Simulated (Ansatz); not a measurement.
The same hydrolysis along the group Cl, Br, I.

Calculated with Ansatz (gas phase, PBE0-D4/def2-TZVP geometries, no zero-point term in ΔE). CCSD(T)/CBS adds triple-zeta CCSD(T) − MP2 to the extrapolated MP2 energy (def2 sets, frozen cores). This one scheme is used for every species. DFT in def2-TZVPP. Elements past krypton have def2 core potentials. For Br, I outer-core shells are correlated without core-valence functions, which leaves a few kJ/mol of doubt a bond. Scalar relativity is left out up to krypton. One conformer a species, not always the lowest.

```tsv
reaction	CCSD(T)/CBS(def2) (kJ/mol)
`Clc1cccc2ccccc12` + H₂O → `Oc1cccc2ccccc12` + HCl	14
`Brc1cccc2ccccc12` + H₂O → `Oc1cccc2ccccc12` + HBr	?
`Ic1cccc2ccccc12` + H₂O → `Oc1cccc2ccccc12` + HI	31
```

(1) Fill in the missing values. (An estimate is asked.)

Largest T1 diagnostic: 0.011, for `Oc1cccc2ccccc12`.

Results:

(1) Ansatz gave: `Brc1cccc2ccccc12` + H₂O → `Oc1cccc2ccccc12` + HBr: +20.0 kJ/mol.
